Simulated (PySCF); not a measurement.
C3H7Si, SMILES C1C[SiH]C1 (connectivity only; charge and spin as stated), charge +1, multiplicity 1.

Geometry optimised at r2SCAN-D4/def2-SVP. The geometry has at least one imaginary mode, so it is a saddle point at that level. The multiplicity is an assumed one; no other spin state was optimised. The isomer is the one that the SMILES or the coordinates give; other isomers of the formula were not compared.

The numbers are results of PySCF with PBE/def2-TZVP, not measurements.

Isolated molecule, no solvent.

```
Property                                                          Result
------------------------------------------------  ----------------------
total energy                                          -407.43300 hartree
point group                                                           Cs
highest occupied level                                         -12.87 eV
lowest empty level                                              -9.26 eV
orbital gap                                                      3.61 eV
dipole moment about the centre of nuclear charge                  1.71 D
mean static polarisability                          53.7 bohr³ (7.96 Å³)
polarisability, principal values                  41.5, 54.9, 64.6 bohr³
```
